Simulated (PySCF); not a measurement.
Level of theory: shielding tensors at PBE0/pcSseg-1 (GIAO), structure optimised with PBE0-D3(BJ)/def2-SVP, in PySCF (averaged over atoms made equivalent by symmetry, fast rotation or ring inversion, no solvent, one computed conformer, relativity neglected).

Scale: TMS for ¹H (σ = 31.27 ppm) and ¹³C (σ = 184.41 ppm) (reference shieldings calculated alike). Shifts are as computed. Against solution values, carbons near 30 ppm lie about +2 ppm off and those near 130 ppm about +5 ppm; carbons on Cl a further +5 ppm. Of 1313 compounds with measured shifts, 239 miss one by over three times the rms of a fit or turn the order of signals round; such compounds aren't used in these exercises. Carbons bonded to Cl come out too deshielded.

(1) Order these molecules by the shift of their most deshielded carbon-bound hydrogen, lowest δ first.
A. C[SiH2]CC(F)(F)F
B. [SiH3]C([SiH3])Cl
C. C1=C[SiH2]C=C1
D. C/N=C/CO[SiH2]OC

(2) Order these molecules by the shift of their most deshielded carbon, lowest δ first.
A. C1=C[SiH2]C=C1
B. C/N=C/CO[SiH2]OC
C. C[SiH2]CC(F)(F)F

(3) How many ¹³C and ¹H signals does each give (equivalence by symmetry and fast rotation, but not about amide C–N or C=N bonds)? `C1=C[SiH2]C=C1`, `C[SiH2]CC(F)(F)F`, `C/N=C/CO[SiH2]OC`, `[SiH3]C([SiH3])Cl`

## Answers

(1) A (1.39 ppm, hydrogen on an sp3 CH2 bonded to Si), B (2.61 ppm, hydrogen on an sp3 CH bonded to Cl and 2 Si), C (7.24 ppm, hydrogen on an alkene CH), D (7.73 ppm, hydrogen on a C=N carbon).

(2) C (132.1 ppm, CF3 carbon), A (158.3 ppm, alkene CH), B (170.0 ppm, C=N carbon).

(3) C1=C[SiH2]C=C1: 2 C, 3 H; C[SiH2]CC(F)(F)F: 3 C, 3 H; C/N=C/CO[SiH2]OC: 4 C, 5 H; [SiH3]C([SiH3])Cl: 1 C, 2 H.
